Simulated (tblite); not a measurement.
Isomers of C9H7F3. Level: GFN2-xTB in tblite, geometry and Hessian alike; calculated harmonic values, unscaled, isolated species. Against measured fundamentals such values can be off by several per cent, at times by over 20. One conformer each.

Electronic energies: GFN2-xTB at the same geometries; isomer energies are rough at this level and their order can be wrong.

```tsv
SMILES	electronic energy, lowest = 0 (kcal/mol)
C=Cc1cccc(C(F)(F)F)c1	0.0
FC(F)(F)C1=C[C@H]2C=C[C@@H]1C=C2	13.6
C=Cc1ccc(C(F)(F)F)cc1	0.0
C=C(F)/C=C1/C(=C)C(F)=C1CF	59.3
C=C1C=CC=CC(C(F)(F)F)=C1	27.1
FC(F)(F)C1=C/C=C\C=C/C=C\1	37.3
```

Task: How do GFN2-xTB zero-point energies change the relative energies?

Result: 
```tsv
SMILES	ZPE (kcal/mol)	of it from modes above 1550 cm⁻¹	electronic (kcal/mol)	with ZPE, lowest = 0 (kcal/mol)	lowest mode (cm⁻¹)	rings
C=Cc1cccc(C(F)(F)F)c1	83.4	38.0	0.0	0.0	10	1
C=Cc1ccc(C(F)(F)F)cc1	83.3	37.9	0.0	0.0	7i	1
FC(F)(F)C1=C[C@H]2C=C[C@@H]1C=C2	84.6	38.3	13.6	14.9	26	3
C=C1C=CC=CC(C(F)(F)F)=C1	83.2	40.1	27.1	27.0	24	1
FC(F)(F)C1=C/C=C\C=C/C=C\1	82.6	40.2	37.3	36.6	26	1
C=C(F)/C=C1/C(=C)C(F)=C1CF	81.8	40.5	59.3	57.8	40	1
```

The zero-point energies span 2.8 kcal/mol, from `C=C(F)/C=C1/C(=C)C(F)=C1CF` to `FC(F)(F)C1=C[C@H]2C=C[C@@H]1C=C2`. Slightly imaginary modes are left out of the zero-point energy: `C=Cc1ccc(C(F)(F)F)cc1` 7.1i cm⁻¹. The order is unchanged, ties at the printed digit aside.

Task: What do entropy and thermal enthalpy add at 298.15 K and 1 bar (rigid rotor, harmonic oscillator, one conformer each)?

Result: 
| SMILES | point group | symmetry number | S (cal/(mol K)) | H − H(0) (kcal/mol) | ZPE + H − H(0) − TS (kcal/mol) |
| --- | --- | --- | --- | --- | --- |
| FC(F)(F)C1=C[C@H]2C=C[C@@H]1C=C2 | Cs | 1 | 96.9 | 6.51 | 62.3 |
| FC(F)(F)C1=C/C=C\C=C/C=C\1 | C1 | 1 | 103.7 | 7.42 | 59.1 |
| C=C(F)/C=C1/C(=C)C(F)=C1CF | Cs | 1 | 109.6 | 8.09 | 57.3 |

Not tabulated: `C=Cc1cccc(C(F)(F)F)c1` (lowest mode only 10 cm⁻¹); `C=Cc1ccc(C(F)(F)F)cc1` (lowest mode only 7i cm⁻¹); `C=C1C=CC=CC(C(F)(F)F)=C1` (lowest mode only 24 cm⁻¹).
